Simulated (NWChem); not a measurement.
System: C2H3B; SMILES BC#C

Computed with NWChem. All runs use the structure optimised with PBE0/def2-SVP.

Diagonal of the polarisability tensor at PBE0/def2-SVPD, 1065 nm: 30.94, 59.96, 26.74 bohr³.

Find the mean polarisability volume, the molar refraction, and the refractive index that an ideal gas of it would have at 273.15 K and 1 atm.


1. Mean: one third of the trace = 39.21 bohr³ × 0.14818 Å³/bohr³ = 5.81 Å³.
2. Molar refraction (Lorentz-Lorenz): (4π/3) N_A α = 14.7 cm³/mol.
3. Number density p/kT = 2.687 × 10⁻⁵ Å⁻³; n − 1 = 2π N α = 9.81 × 10⁻⁴.
